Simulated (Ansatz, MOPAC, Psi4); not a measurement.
Gas-phase reaction in SMILES: [SiH3]P (SiPH5) [silylphosphane] -> [SiH2-]P + H+

Property: gas-phase deprotonation energy (enthalpy at 298 K), in kcal/mol. Set-up: valence correlation only; non-relativistic; no dispersion term unless named; six Cartesian d functions in 6-31G* and its kin unless marked 5d; no spin-orbit coupling; LANL2DZ with its own core potentials from Na on. CBS marks a two-point X^-3 extrapolation of the correlation energy; Hartree-Fock from the larger set. The bracket is a focal-point correction in the basis named. Ab initio and DFT rows: single points at B3LYP-D3(BJ) geometries (Ansatz, a program for electronic structure), with unscaled harmonic terms from B3LYP/6-31G* (Ansatz) at its own minima. Semi-empirical rows: MOPAC heats of formation at their own minima for 298 K, the proton's as measured. Sets without +, aug- or the D of def2-TZVPD hold no diffuse functions, which anions need.

Coupled cluster (Ansatz) is a level with limits of its own, used here on species with T1 under 0.025 (0.045 for open shells) and stable references: RI-MP2/CBS(aug-cc-pV(T+d)Z,aug-cc-pV(Q+d)Z)+[CCSD(T)-MP2]/aug-cc-pV(T+d)Z.

Value to compare with, RI-MP2/CBS(aug-cc-pV(T+d)Z,aug-cc-pV(Q+d)Z)+[CCSD(T)-MP2]/aug-cc-pV(T+d)Z (Ansatz): 364.4 kcal/mol.

```csv
level,program,gas-phase deprotonation energy (enthalpy at 298 K) (kcal/mol),difference
PM3,MOPAC,335.9,-28.5
PBE/LANL2DZ,Ansatz,362.1,-2.3
B3LYP/STO-3G,Ansatz,481.4,117.0
B3LYP/3-21G,Ansatz,359.8,-4.6
B3LYP/6-31G*,Ansatz,368.1,3.7
B3LYP/def2-SVP,Ansatz,368.9,4.5
wB97X-D/6-31G*,Psi4,368.7,4.3
wB97M-V/def2-TZVPD,Ansatz,361.4,-3.0
```

Among the 7 habitual levels, B3LYP/STO-3G lies farthest from RI-MP2/CBS(aug-cc-pV(T+d)Z,aug-cc-pV(Q+d)Z)+[CCSD(T)-MP2]/aug-cc-pV(T+d)Z (Ansatz) (117.0 kcal/mol) and PBE/LANL2DZ nearest (-2.3); 4 of 7 lie above it, and their mean absolute difference is 23.6 kcal/mol, the median 4.5. One case shows no general order.

The levels are drawn from those run, B3LYP/6-31G* more often than the rest, none by its result; left out are runs that failed, that the program found above a lower state of the same kind, or whose <S^2> lies over 0.5 above the pure value.
